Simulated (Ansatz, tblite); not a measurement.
Cost and result up the ladder for [Cu(PH3)3]+ (CuP3H9⁺) (13 atoms). Total charge 1; singlet. Geometry: B3LYP-D4/def2-SVP.

Cartesian coordinates in Å:
```
Cu -0.0010 -0.0023 0.0006
P -1.1652 1.9905 0.1831
H -1.5529 2.5016 1.4469
H -2.4178 2.0729 -0.4759
H -0.5668 3.1606 -0.3484
P 0.4285 -1.2689 1.8898
H -0.6619 -1.5937 2.7356
H 1.2940 -0.7089 2.8631
H 1.0167 -2.5548 1.7932
P 0.7338 -0.7236 -2.0726
H 0.3151 -2.0045 -2.5127
H 2.1310 -0.8816 -2.2537
H 0.4465 0.0129 -3.2489
```

Ansatz on 4 threads of Arm Neoverse N1 on a shared host; xTB runs through tblite on one thread. Times are rough, summed over both states, and most runs start from the orbitals of an earlier one. No level here is sound enough to serve as a yardstick. The other state is a triplet.

The xTB rows come from tblite. HOMO above LUMO, or a gap near zero within one spin, warns that the state may not be the lowest or that an electron is smeared out.

xTB has no spin-polarisation term.

```csv
level,functions,wall time,vertical triplet (eV),remarks
GFN2-xTB,45,0.021 s,5.08,–
GFN1-xTB,54,0.027 s,4.36,–
PBE-D4/def2-TZVP,210,23 s,4.42,gap within one spin near zero (triplet)
r2SCAN-D4/def2-TZVP (with forces),210,56 s,4.42,–
```
